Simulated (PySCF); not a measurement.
Here is a job for PySCF.
```python
from pyscf import gto, scf, dft

mol = gto.M(
    atom='''
C    -1.388738   -1.413229   -0.131221
Si    0.046516   -0.325780    0.491918
C     1.736257   -0.955591   -0.123641
Cl   -0.231410    1.583884   -0.223030
H    -2.349278   -1.038931    0.209452
H    -1.287732   -2.437061    0.213961
H    -1.406361   -1.426368   -1.220183
H     1.762079   -0.962368   -1.212498
H     2.547508   -0.321824    0.221330
H     1.931426   -1.965633    0.221770
''',
    basis='def2-svp',
    charge=0,
    spin=1,
    verbose=4,
)

mf = dft.UKS(mol)
mf.xc = 'blyp'
mf.kernel()
```

What does this run give for the dipole moment, number of basis functions, <S^2>, total energy, HOMO energy, nuclear repulsion energy?


- dipole moment = 1.69 D
- number of basis functions = 94
- <S^2> = 0.751
- total energy = -829.1707 Eh
- HOMO energy = -4.28 eV
- nuclear repulsion energy = 205.9628 Eh

These values belong to the state on which the SCF converged, which isn't shown to be the lowest.
